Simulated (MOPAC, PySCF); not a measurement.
C4H6BN, SMILES `B/C=C(\C)C#N`, neutral singlet in the gas phase. 

Cartesian coordinates (Å):
```xyz
12

B      2.0264     0.0649    -0.0448
C      0.7075     0.8465     0.0495
C     -0.5212     0.3002     0.0962
C     -0.8729    -1.1531     0.0676
C     -1.6593     1.1773     0.1847
N     -2.5825     1.8527     0.2547
H      2.0500    -1.1230    -0.0886
H      3.0571     0.6579    -0.0756
H      0.7392     1.9305     0.0834
H      0.0122    -1.7751    -0.0030
H     -1.5279    -1.3605    -0.7802
H     -1.4287    -1.4183     0.9684
```
Charge 0, multiplicity 1.

All levels are single points at this geometry (CAM-B3LYP-D3(BJ)/def2-TZVP); Pople sets use spherical d functions. Orbital energies aren't observables, and empty levels follow the basis.

PBE/6-31G* in PySCF gives gap (eV) = 3.62.

Question: Estimate the gap (eV) from each of these levels: CAM-B3LYP-D3(BJ)/def2-TZVP in PySCF; PBE-D3(BJ)/def2-TZVP in PySCF; TPSSh-D3(BJ)/def2-TZVP in PySCF; B3LYP/3-21G in PySCF; B3LYP/6-311+G** in PySCF; B3LYP/6-31G* in PySCF; HF/3-21G in PySCF; HF/STO-3G in PySCF; AM1 in MOPAC; PM3 in MOPAC; PM6 in MOPAC; PM7 in MOPAC.

Answer: 
| level | gap (eV) |
|---|---|
| CAM-B3LYP-D3(BJ)/def2-TZVP in PySCF | 7.81 |
| PBE-D3(BJ)/def2-TZVP in PySCF | 3.58 |
| TPSSh-D3(BJ)/def2-TZVP in PySCF | 4.48 |
| B3LYP/3-21G in PySCF | 5.21 |
| B3LYP/6-311+G** in PySCF | 5.09 |
| B3LYP/6-31G* in PySCF | 5.16 |
| HF/3-21G in PySCF | 11.46 |
| HF/STO-3G in PySCF | 13.04 |
| AM1 in MOPAC | 10.11 |
| PM3 in MOPAC | 9.64 |
| PM6 in MOPAC | 9.63 |
| PM7 in MOPAC | 9.40 |
